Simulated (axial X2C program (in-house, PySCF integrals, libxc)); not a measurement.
# PmI: a free-ion multiplet in an axial field

Computed with an axial X2C code built on PySCF integrals: two-component X2C with atomic mean-field Coulomb and Gaunt terms, basis Pm dyall-v3z, I dyall-v3z (cores contracted in-house). Orbitals come from Hartree–Fock averaged over the configuration Pm f4 s2; CI then distributes these electrons over the f, s shells of Pm.

R = 2.925 Å.

(1) Which level do Hund's rules give for f4, how many Ω levels does it split into, and what is its Landé factor?

The computed levels compare thus:

| Ω | energy (cm⁻¹) | g∥ computed | 2gJΩ |
| --- | --- | --- | --- |
| 0 | 0 | 0.00 | 0.00 |
| 1 | 31 | 1.36 | 1.20 |
| 2 | 107 | 2.64 | 2.40 |
| 3 | 213 | 3.86 | 3.60 |
| 4 | 456 | 5.18 | 4.80 |

The 5 lowest levels are just these Ω; they span 456 cm⁻¹, the lowest has Ω = 0, and the next level lies at 1501 cm⁻¹. Departures of g∥ from 2gJΩ come from intermediate coupling and from mixing with the higher-lying level J + 1 of the term. The computed g∥ is the magnitude of 2⟨Lz + ge Sz⟩.

Dynamic correlation is missing, so gaps between terms are too wide and other configurations may lie lower; the lowest level listed is that of this model, not necessarily the ground state. At most 4 roots were kept for each Ω > 0 (twice that for Ω = 0) within 2.2 eV of the lowest, so higher up levels can be missing between those listed; levels with Ω > 0 are doubly degenerate and listed once, Ω = 0 levels singly.

Results:

(1) S = 2, L = 6, J = 4 (5I4). It gives Ω = 0 to 4, 5 levels. gJ = 3/2 + [S(S+1) − L(L+1)]/[2J(J+1)] = 0.600, so g∥ = 2gJΩ.
